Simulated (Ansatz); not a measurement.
Coupled-cluster run, `[CH3][Al]([OH])[CH2]Cl`.

```yaml
crystal:
  periodic: [false, false, false]
  atoms:
    - {symbol: C, position_ang: [-1.580994, -0.453942, 0.517006]}
    - {symbol: Al, position_ang: [0.327180, -0.218295, 0.226570]}
    - {symbol: O, position_ang: [1.518602, -0.675597, 1.350150]}
    - {symbol: C, position_ang: [1.054234, 0.537287, -1.419004]}
    - {symbol: Cl, position_ang: [0.704695, 2.188513, -0.679370]}
    - {symbol: H, position_ang: [-1.882536, -0.130219, 1.517260]}
    - {symbol: H, position_ang: [-2.168323, 0.115835, -0.207668]}
    - {symbol: H, position_ang: [-1.867698, -1.506097, 0.420665]}
    - {symbol: H, position_ang: [1.325199, -0.929675, 2.250110]}
    - {symbol: H, position_ang: [2.126791, 0.508190, -1.596496]}
    - {symbol: H, position_ang: [0.508249, 0.507001, -2.358822]}
basis:
  gaussian: {orbitals: def2-TZVPP}
correlation: {method: ccsd_t}
```

```sh
$ ansatz run in.yaml --threads 4 --pin off --events-out ev --progress --plain --max-ram 10444MiB
```

Log, shortened:

```
Functional definition: HF
1537 factors; integrals over basis functions are off by at most 1.1e-3 eV
mean field evaluation 1: about -23279.1620 eV, gradient 4.7e1 eV
mean field evaluation 2: about -23279.3555 eV, gradient 4.7e1 eV
mean field evaluation 4: about -23283.8091 eV, gradient 4.2e0 eV
mean field evaluation 8: about -23283.8797 eV, gradient 2.4e-1 eV
mean field -23283.87996801 eV, -855.6668064435 hartree, gradient 8.3e-6 eV, S^2 0.000000; 0 other end points of the search recorded, 0 dependent functions left out
13 core orbitals not correlated: weight in the atoms' cores, before any rotation towards them, 1.000 or more for the frozen orbitals, at most 0.000 for the correlated occupied ones
reference -23283.87996801 eV, -855.6668064435 hartree; 15, 15 occupied and 233, 233 virtual orbitals, 1537 factors
second order -23.46522002 eV of doubles, -0.00000000 eV of singles
cycle   1  -24.08888122 eV  change   -6.2e-1 eV  update   9.7e-2
cycle   2  -24.61202877 eV  change   -5.2e-1 eV  update   2.8e-2
cycle   3  -24.72772041 eV  change   -1.2e-1 eV  update   1.4e-2
cycle   4  -24.71924106 eV  change    8.5e-3 eV  update   3.4e-3
cycle   5  -24.71823530 eV  change    1.0e-3 eV  update   1.5e-3
cycle   6  -24.71860241 eV  change   -3.7e-4 eV  update   4.4e-4
cycle   7  -24.71840601 eV  change    2.0e-4 eV  update   1.7e-4
cycle   8  -24.71839840 eV  change    7.6e-6 eV  update   5.4e-5
cycle   9  -24.71841715 eV  change   -1.9e-5 eV  update   2.3e-5
perturbative correction -0.97888699 eV, -0.0359734333 hartree
Total energy: -23309.57727215 eV, -856.6111649524 hartree
```

It took 70 s on 4 threads of an Intel Xeon Platinum 8488C on a shared host, with 6 GiB of host memory at the peak.

The correlation energy is -25.697 eV, 3.8 % of it from (T); the T1 diagnostic reads 0.0109.
